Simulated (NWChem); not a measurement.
A series in which one site is exchanged, each optimised at PBE0/def2-SVP with NWChem, gas phase unless a solvent is named. 

A: CBC (C$_{2}$H$_{7}$B; site = B)
B: [CH3][AlH][CH3] (C2H7Al; site = Al)
C: [CH3][GaH][CH3] (C$_{2}$H$_{7}$Ga; site = Ga)

Question: Rank them by orbital gap (eV), PBE0/def2-SVP, lowest first.

Answer: C (6.77), B (6.97), A (8.04)
